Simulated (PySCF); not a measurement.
An unknown is described by computed data only.

Formula: C8H11N.

| Quantity | Value |
| --- | --- |
| UV, first state | lowest singlet excitation: 4.99 eV (249 nm, f = 0.049) [TDDFT CAM-B3LYP/def2-SVPD] |
| Polarisability | 103.9 au [CAM-B3LYP/def2-SVPD] |
| 13C NMR | chemical shifts (computed TMS as zero) by class: 137.8 (1 C), 123.2 (2 C), 112.7 (2 C), 111.7 (1 C), 18.7 (2 C) ppm [GIAO KT2/pcSseg-1] |
| Triplet | lowest triplet excitation (Tamm–Dancoff): 3.84 eV [TDA CAM-B3LYP/def2-SVPD] |
| Valence photoelectron | vertical ionisation energy: 7.57 eV [ΔSCF CAM-B3LYP/def2-SVPD] |
| Dipole | 1.73 D [CAM-B3LYP/def2-SVPD] |
| NMR, other nuclei | isotropic shieldings of nuclei other than C and H, by class: 191 (1 N) ppm [GIAO KT2/pcSseg-1] |
| UV, strongest line | among the 10 lowest singlet transitions: S7 at 6.66 eV (186 nm, f = 0.594) [TDDFT CAM-B3LYP/def2-SVPD] |
| 1H NMR | chemical shifts (computed TMS as zero) by class: 6.75 (2 H), 6.38 (1 H), 3.04 (2 H), 2.06 (6 H) ppm [GIAO KT2/pcSseg-1] |
| Rotational structure | rotational constants A, B, C: 2.268, 1.761, 1.004 GHz [PBE0-D3(BJ)/def2-SVP] |

The electronic properties come from PySCF, for the isolated species, density fitting. Levels stand in brackets. Isolated species at its PBE0-D3(BJ)/def2-SVP geometry, gas phase. Each NMR value is the plain mean over a class of atoms that symmetry, rotation or inversion makes alike.

Q: What is the compound? Reason from the data.

A: Numbering: `[CH3:1][c:2]1[cH:3][cH:4][cH:5][c:6]([CH3:7])[c:8]1[NH2:9]`. Its formula, C8H11N, gives 4 degrees of unsaturation: 1 ring and 3 π bonds in the structure found (Kekulé form). 8 carbons fall into 5 classes; from least to most shielded: aromatic carbon bearing nitrogen [C8] (137.8 ppm), aromatic CH carbon [C3/C5] (123.2 ppm, 2 C), substituted aromatic carbon [C2/C6] (112.7 ppm, 2 C), aromatic CH carbon [C4] (111.7 ppm), benzylic-type carbon [C1/C7] (18.7 ppm, 2 C). Hydrogen classes from least to most shielded: 2 H on 2 aromatic CH carbons, C3/C5 (6.75 ppm), 1 H on an aromatic CH carbon, C4 (6.38 ppm), 2 H on an aniline-type nitrogen, N9 (3.04 ppm), 6 H on 2 benzylic-type carbons, C1/C7 (2.06 ppm). The other shieldings belong to: 191 ppm, aniline-type nitrogen [N9]. The first electron is taken from the HOMO, whose largest Löwdin shares are 0.22 on the aniline-type nitrogen, 0.18 on an aromatic CH carbon and 0.16 on the aromatic carbon bearing nitrogen. The optimised geometry has point group Cs and is an asymmetric top. Structure: `Cc1cccc(C)c1N`. Computed isomers that give other values at the same levels: `CCNc1ccccc1` (lowest singlet excitation: 4.77 eV (260 nm, f = 0.045)); `CCCc1ccccn1` (rotational constant A: 3.342 GHz; this holds for the one conformer computed); `CNc1ccccc1C` (rotational constant A: 2.468 GHz; this holds for the one conformer computed). The assignments are read from this structure; whether some other isomer fits the data as well wasn't checked.

Shape of the structure used: `[CH3:1][c:2]1[cH:3][cH:4][cH:5][c:6]([CH3:7])[c:8]1[NH2:9]`: H–N9–C8–C6 -159°, H–N9–C8–C6 -23°.
